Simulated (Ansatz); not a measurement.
Species: 2-fluoropropan-2-ylsilane, C3H9FSi (charge 0, singlet). 
Coordinates optimised at B3LYP-D3(BJ)/def2-TZVP (Ansatz, a first-principles code):
SMILES: CC(C)(F)[SiH3]
```xyz
14

C      1.1599    -0.6212    -1.0880
C     -0.0301    -0.3323    -0.1900
C     -1.3523    -0.4899    -0.9199
F     -0.0119    -1.3156     0.8501
Si     0.1181     1.3459     0.7141
H      2.0946    -0.5789    -0.5282
H      1.0647    -1.6176    -1.5266
H      1.2109     0.1074    -1.8995
H     -1.4201    -1.4878    -1.3603
H     -2.1949    -0.3548    -0.2412
H     -1.4348     0.2457    -1.7225
H      0.1083     2.4411    -0.2871
H     -1.0295     1.5144     1.6333
H      1.3889     1.3881     1.4715
```

Dipole moments at this geometry, in debye (magnitudes).

| level | program | dipole (D) |
|---|---|---|
| SVWN5/def2-TZVPD | Ansatz | 1.83 |
| PBE/def2-TZVPD | Ansatz | 1.78 |
| BLYP/def2-TZVPD | Ansatz | 1.80 |
| revPBE/def2-TZVPD | Ansatz | 1.76 |
| B97M-V/def2-TZVPD | Ansatz | 1.83 |
| B3LYP/def2-TZVPD | Ansatz | 1.87 |
| PBE0/def2-TZVPD | Ansatz | 1.86 |
| r2SCAN0/def2-TZVPD | Ansatz | 1.89 |
| HSE06/def2-TZVPD | Ansatz | 1.85 |
| LC-wPBE/def2-TZVPD | Ansatz | 1.92 |
| wB97M-V/def2-TZVPD | Ansatz | 1.87 |
| wB97X-V/def2-TZVPD | Ansatz | ___ |
| CCSD(T)/aug-cc-pV(D+d)Z | Ansatz | ___ |

Task: What belongs in the gaps?

Result: 
- wB97X-V/def2-TZVPD, dipole (D): 1.89
- CCSD(T)/aug-cc-pV(D+d)Z, dipole (D): 1.83
